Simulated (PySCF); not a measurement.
Compound: C5H6S2.
Geometry (PBE0-D3(BJ)/def2-SVP, Å), atoms numbered from 1 in this order:
```
atom  x, y, z in Å
C1     2.4279    0.2279   -0.2096
S2     1.3121   -1.1715   -0.3765
C3    -0.2448   -0.4064   -0.1151
C4    -1.4466   -1.1836   -0.1628
C5    -2.5638   -0.4293    0.0626
S6    -2.1804    1.2204    0.3346
C7    -0.4959    0.9203    0.1466
H8     3.4414   -0.1669   -0.3614
H9     2.3658    0.6722    0.7951
H10    2.2263    0.9944   -0.9728
H11   -1.4665   -2.2568   -0.3572
H12   -3.6003   -0.7634    0.0830
H13    0.2135    1.7392    0.2407
```

NICS is the negative of the GIAO shielding at a point without a nucleus: at the ring centre (0) and 1 Å above and below it (1); zz is the component along the ring normal. Level: GIAO HF/pcSseg-2 (PySCF, non-relativistic, gas phase) on the PBE0-D3(BJ)/def2-SVP geometry, one conformer.

Ring bond lengths (Å): C3–C4 1.432, C4–C5 1.367, C5–S6 1.715, S6–C7 1.721, C7–C3 1.375.

Task: Give the NICS values of each ring in ppm.

Result: 
| ring | type | NICS(0) | NICS(1), two faces | NICS(1)zz, two faces | rms pucker (Å) | centre to ring atoms, mean (Å) |
| --- | --- | --- | --- | --- | --- | --- |
| C3–C4–C5–S6–C7 | 5-membered ring with S; formal bonds all aromatic | -13.0 | -9.4 / -9.4 | -26.4 / -26.4 | 0.00 | 1.29 |

Task: What can be read from them?

Result: 
- C3–C4–C5–S6–C7: mean NICS(1)zz -26.4 ppm, shielded, aromatic by this magnetic criterion (flat ring, no four-coordinate atom).

Task: And the bond-length index? HOMA = 1 − mean of α(R − Ropt)² over the ring bonds, with Krygowski's 1993 parameters (CC: Ropt 1.388 Å, α 257.7 Å⁻²; CS: Ropt 1.677 Å, α 94.09 Å⁻²).

Result: 
- C3–C4–C5–S6–C7: HOMA 0.80; the largest term is that of C3–C4, α(R − Ropt)² = 0.50. The geometric and the magnetic index point the same way.

Task: What is the mean of the two in-plane components of NICS at the first NICS(1) probe listed for ring C3–C4–C5–S6–C7, 1 Å off the ring?

Result: The isotropic value is a third of the trace: (3 × -9.4 − (-26.4))/2 = -0.9 ppm.

Task: How do the values depend on the level or the medium?

Result: 
| level | NICS(0), C3–C4–C5–S6–C7 | mean NICS(1)zz, C3–C4–C5–S6–C7 |
| --- | --- | --- |
| HF/pcSseg-2, gas | -13.0 | -26.4 |
| PBE0/pcSseg-1, gas | -12.4 | -25.4 |
| OPBE/pcSseg-1, gas | -12.5 | -25.0 |
| PBE0/6-311+G(2d,p), gas | -11.9 | -25.9 |
| PBE0/6-31G, gas | -10.3 | -21.4 |
| PBE0/6-31G*, gas | -12.9 | -24.7 |
| PBE0/STO-3G, gas | -10.3 | -17.1 |
| WP04/pcSseg-1, gas | -12.2 | -23.7 |

The geometry is the same throughout.
